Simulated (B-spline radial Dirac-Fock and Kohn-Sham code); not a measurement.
## 4p3/2 photoionisation of Cd⁷⁺ near threshold

System: cadmium as Cd⁷⁺, configuration 1s2 2s2 2p6 3s2 3p6 3d10 4s2 4p6 4d5. The computed 4p3/2 threshold is 191.6 eV; without correlation, outer thresholds are uncertain by 1 to 2 eV. With an open shell the threshold is an average over the terms of the final ion.

The run's input, task.json:

```json
{"items": [{
  "Z": 48,
  "q": 7,
  "cfg": [[1, 0, 2], [2, 0, 2], [2, 1, 6], [3, 0, 2], [3, 1, 6], [3, 2, 10], [4, 0, 2], [4, 1, 6], [4, 2, 5]],
  "A": 114,
  "rrms": 4.6087,
  "do": ["binding", "quiet", "photo", "scan"],
  "hv": [27.9, 29.1, 30.0, 36.5, 134.0, 142.0, 158.0, 166.0, 180.0, 369.0, 432.0, 478.0, 716.0, 1650.0, 2530.0, 3070.0, 4550.0, 8250.0, 12200.0, 15600.0, 47600.0, 53100.0, 59200.0, 110000.0]
}]}
```

Command: `python xray_run.py task.json out`

These are calculated numbers from an atomic code on a B-spline grid; the model is independent-particle photoionisation in a Dirac-Hartree-Slater potential with a Latter tail, all multipoles, thresholds from Dirac-Fock ΔSCF. Interchannel coupling and autoionising resonances are not included, so magnitudes near threshold are approximate.

```
kinetic energy (eV)  σ (Mb)      β
                1.5   0.357  -0.22
                1.9   0.357  -0.20
                2.3   0.357  -0.18
                2.9   0.356  -0.15
                3.7   0.355  -0.12
                4.6   0.354  -0.09
                5.7   0.353  -0.06
                7.2   0.352  -0.02
                9.0   0.350   0.03
               11.2   0.348   0.08
               14.0   0.345   0.14
               17.5   0.342   0.21
               21.9   0.338   0.28
               27.4   0.332   0.36
               34.2   0.326   0.46
               42.8   0.317   0.56
               53.5   0.306   0.66
               66.9   0.293   0.77
               83.7   0.278   0.89
              104.7   0.261   1.00
              130.9   0.238   1.12
              163.6   0.214   1.22
              204.6   0.188   1.32
              255.8   0.162   1.41
              319.9   0.136   1.49
              400.0   0.111   1.55
```

The cross section shows no minimum in this range. It is largest at the lowest energy, 0.357 Mb. β ranges from -0.22 (at 1.5 eV) to 1.55.

Run: 2.0 s of CPU time on 1 thread of Intel(R) Xeon(R) 6975P-C (shared host), peak memory 0.34 GiB.
